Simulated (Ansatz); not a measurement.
Relaxation of Cl2FH5OSi2 (11 atoms, charge 0, multiplicity 1), to a largest force component of 0.03 eV/Å in at most 50 steps.

Level of theory: RKS PBE0-D4/def2-SVP (Ansatz).

```xyz
11
Properties=species:S:1:pos:R:3:forces:R:3
Si -0.202 -0.068 0.014 -0.24 0.11 -0.20
H 0.019 -0.114 1.461 -0.03 0.10 0.14
F 1.198 0.156 -0.738 0.03 -0.01 -0.04
O -1.190 1.179 -0.323 -0.02 0.05 -0.04
Si -2.569 1.629 -1.155 -0.08 0.01 -0.02
H -3.756 0.979 -0.525 0.03 0.02 -0.02
H -2.692 3.110 -1.060 0.03 -0.03 0.00
H -2.471 1.210 -2.583 0.01 0.01 0.01
Cl -1.066 -1.796 -0.668 0.03 0.04 0.00
Cl 1.768 -2.334 1.472 -0.60 0.54 0.75
H 0.943 -1.565 2.177 0.84 -0.82 -0.59
```

Where does it end, and by what steps?

The forces met the threshold. The force dipped under the threshold on the way, but the program's further checks kept it going. After 23 steps the energy has fallen by 0.222 eV; H11 moved furthest, 1.28 Å.

```tsv
step	energy less start (eV)	largest force component (eV/Å)	accepted
0	0.0000	0.840	yes
1	-0.0785	0.419	yes
2	-0.1041	0.130	yes
3	-0.1134	0.049	yes
4	-0.1166	0.427	yes
5	-0.1245	0.329	yes
6	-0.1394	0.119	yes
7	-0.1515	0.141	yes
8	-0.1159	1.368	no
9	-0.1582	0.070	yes
10	-0.1632	0.281	yes
11	-0.1674	0.615	yes
12	-0.1881	0.208	yes
13	-0.1973	0.515	yes
14	-0.1800	1.282	no
15	-0.2097	0.173	yes
16	-0.2172	0.093	yes
17	-0.2198	0.053	yes
18	-0.2195	0.211	no
19	-0.2207	0.013	yes
20	-0.2194	0.279	no
21	-0.2215	0.091	yes
22	-0.2218	0.042	yes
23	-0.2219	0.015	yes
```

```xyz
11
Properties=species:S:1:pos:R:3
Si -0.207 0.191 0.172
H 0.345 0.515 1.493
F 0.973 0.097 -0.916
O -1.298 1.295 -0.301
Si -2.621 1.625 -1.273
H -3.812 0.907 -0.737
H -2.844 3.095 -1.235
H -2.345 1.178 -2.667
Cl -1.119 -1.666 0.202
Cl 2.021 -2.277 1.939
H 0.889 -2.575 1.396
```

Whether the end is a true minimum wasn't checked by a vibrational analysis.

Time of the run: 62 s on 4 threads of Arm Neoverse V1, on a shared host, peak memory 0.33 GiB.
